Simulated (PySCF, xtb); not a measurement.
Ta(NH)(F)(OH)2 (FH3NO2Ta), SMILES [OH][Ta]([F])(=[NH])[OH], multiplicity 1. The values are those of a single conformer.

Harmonic wavenumbers (cm⁻¹) from GFN2-xTB in xtb at its own minimum, in rising order: 100, 123, 131, 155, 169, 340, 357, 358, 370, 411, 503, 510, 529, 538, 905, 3485, 3645, 3650.

Problem. What does PBE-D3(BJ)/def2-SVP in PySCF give at its own minimum? (Estimate from the structure and the level; the computed values follow.)

Solution. 162, 173, 190, 219, 220, 366, 372, 482, 487, 572, 612, 654, 699, 704, 970, 3589, 3789, 3793. Paired by order, the mean absolute difference is 98 cm⁻¹ and the zero-point energies are 23.3 and 25.8 kcal/mol.
